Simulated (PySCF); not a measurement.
# Steps of a relaxation of [Bi(H2O)3]3+

[Bi(H2O)3]3+ (singlet; a saddle point, relaxed within its symmetry). PySCF 2.14.0, RKS PBE0, Bi def2-SVP with ECP60, O def2-SVP, H def2-SVP; non-relativistic Hamiltonian with scalar-relativistic core potentials where named; density fitting; no spin-orbit coupling. Origin of the start: displaced along the imaginary mode. Columns: position (Å) and force (eV/Å). Energies are counted from the last step; some of the 15 steps are shown. Forces carry noise of the integration grid, about 0.01 to 0.03 eV/Å.

Run from Python with OMP_NUM_THREADS=2. Where DIIS fails, smearing, a level shift and second-order steps follow.
It took 66 s on 2 threads of Intel(R) Xeon(R) Platinum 8488C (Sapphire Rapids) (shared host), from the converged density of the start.

```xyz
10
step 0  E = 0.337 eV
Bi    0.0000    0.0000    0.0000     0.00    0.00    0.00
O     2.3192    0.0000    0.0000     1.08    0.00    0.00
H     2.9205   -0.2500    0.7849    -0.56    0.30   -1.15
H     2.9205    0.2500   -0.7849    -0.56   -0.30    1.15
O    -1.1596    2.0085    0.0000    -0.54    0.94    0.00
H    -1.2437    2.6542    0.7849     0.02   -0.64   -1.15
H    -1.6767    2.4042   -0.7849     0.54   -0.34    1.15
O    -1.1596   -2.0084    0.0000    -0.54   -0.94    0.00
H    -1.6768   -2.4042    0.7849     0.54    0.34   -1.15
H    -1.2438   -2.6542   -0.7849     0.02    0.64    1.15
```

```xyz
10
step 5  E = 0.064 eV
Bi    0.0000    0.0000    0.0000     0.00    0.00    0.00
O     2.3095    0.0000    0.0000     0.28    0.00    0.00
H     2.9086   -0.5463    0.5791    -0.13    0.16   -0.25
H     2.9087    0.5462   -0.5791    -0.13   -0.16    0.25
O    -1.1547    2.0001    0.0000    -0.14    0.25    0.00
H    -0.9812    2.7921    0.5791    -0.08   -0.19   -0.25
H    -1.9273    2.2459   -0.5791     0.20   -0.03    0.25
O    -1.1547   -2.0000    0.0000    -0.14   -0.25    0.00
H    -1.9274   -2.2458    0.5791     0.20    0.03   -0.25
H    -0.9813   -2.7921   -0.5791    -0.08    0.19    0.25
```

```xyz
10
step 9  E = 0.009 eV
Bi    0.0000    0.0000    0.0000     0.00    0.00    0.00
O     2.3131    0.0000    0.0000     0.07    0.00    0.00
H     2.9119   -0.6964    0.3768    -0.05    0.13   -0.09
H     2.9119    0.6963   -0.3768    -0.05   -0.13    0.09
O    -1.1565    2.0032    0.0000    -0.03    0.07    0.00
H    -0.8529    2.8700    0.3768    -0.08   -0.11   -0.09
H    -2.0590    2.1736   -0.3768     0.14    0.02    0.09
O    -1.1565   -2.0032    0.0000    -0.03   -0.07    0.00
H    -2.0590   -2.1736    0.3768     0.14   -0.02   -0.09
H    -0.8529   -2.8700   -0.3768    -0.08    0.11    0.09
```

Q: Where does the relaxation end?

A: It converges at step 14 in D3:
```xyz
10
step 14  E = 0
Bi    0.0000    0.0000    0.0000
O     2.3093    0.0000    0.0000
H     2.9106   -0.7408    0.2622
H     2.9106    0.7408   -0.2622
O    -1.1546    1.9999    0.0000
H    -0.8137    2.8910    0.2622
H    -2.0968    2.1503   -0.2622
O    -1.1546   -1.9999    0.0000
H    -2.0968   -2.1502    0.2622
H    -0.8138   -2.8910   -0.2622
```

Q: How did the contacts change?

A: 
| contact | start (Å) | end (Å) |
| --- | --- | --- |
| Bi1–O2 (H2O) | 2.319 | 2.309 |
| Bi1–O5 (H2O) | 2.319 | 2.309 |
| Bi1–O8 (H2O) | 2.319 | 2.309 |
